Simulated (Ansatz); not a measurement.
Start from `NC(O)(F)O[SiH3]` and change one atom or group to get `N[C](O)(F)[GeH3]`.

Ansatz, PBE0-D4/def2-TZVP geometries, multiplicity 1. Each molecule was computed in one conformer, which needn't be the lowest.

Scalar relativity is left out up to krypton.

| property | `NC(O)(F)O[SiH3]` |
| --- | --- |
| size of the dipole moment (PBE/def2-TZVPP) / D | 1.54 |
| size of the dipole moment (B3LYP/def2-TZVPP) / D | 1.55 |
| HOMO energy (PBE0/def2-TZVPP) / eV | -8.21 |
| LUMO energy (ωB97M-V/def2-TZVPP) / eV | 1.89 |
| HOMO–LUMO gap (PBE/def2-TZVPP) / eV | 6.08 |
| HOMO–LUMO gap (ωB97M-V/def2-TZVPP) / eV | 12.56 |

**Question.** What does the change do to each property? (An estimate is asked.)

**Answer.** The calculation gave: 
```csv
property,`N[C](O)(F)[GeH3]`,shift
size of the dipole moment (PBE/def2-TZVPP) / D,2.30,0.76
size of the dipole moment (B3LYP/def2-TZVPP) / D,2.31,0.76
HOMO energy (PBE0/def2-TZVPP) / eV,-7.65,0.56
LUMO energy (ωB97M-V/def2-TZVPP) / eV,2.05,0.16
HOMO–LUMO gap (PBE/def2-TZVPP) / eV,5.91,-0.17
HOMO–LUMO gap (ωB97M-V/def2-TZVPP) / eV,12.05,-0.51
```

With PBE0 the HOMO rises by 0.56 eV and the LUMO rises by 0.27 eV, so the gap narrows by about 0.29 eV. PBE moves the HOMO by 0.46 eV and ωB97M-V by 0.65 eV. Dipoles are sizes alone; their direction can turn.

B3LYP here is the variant with VWN-RPA as its local correlation; programs differ in this.
